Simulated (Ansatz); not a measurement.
Consider the redistribution: `[BH2][GeH]([CH3])[SiH3]` + `C[O][SnH2][NH2]` → `[BH2][GeH2][SiH3]` + `C[NH][SnH2][O]C`.

Calculated with Ansatz (gas phase, PBE0-D4/def2-TZVP geometries, no zero-point term in ΔE). CCSD(T)/CBS is the MP2 limit (def2-TZVPP, def2-QZVPP) plus CCSD(T) − MP2 in def2-TZVPP, frozen cores. Elements past krypton have def2 core potentials. For Ge, Sn outer-core shells are correlated without core-valence functions, which leaves a few kJ/mol of doubt a bond. Scalar relativity is left out up to krypton. One conformer a species, not always the lowest.

```tsv
species	CCSD(T)/CBS(def2) energy (Eh)
`[BH2][GeH]([CH3])[SiH3]`	-2433.42294
`C[O][SnH2][NH2]`	-386.16145
`[BH2][GeH2][SiH3]`	-2394.15199
`C[NH][SnH2][O]C`	-425.40593
```

Q: Work out ΔE.

A: ΔE = (-2394.15199) + (-425.40593) − (-2433.42294) − (-386.16145) = 0.02647 Eh = +69.5 kJ/mol.

Largest T1 diagnostic among the species: 0.013.

In def2-TZVPP, CCSD(T) changes the Hartree–Fock value by +9.1 kJ/mol (the triples alone add +1.0 kJ/mol) and MP2 by +14.2 kJ/mol.
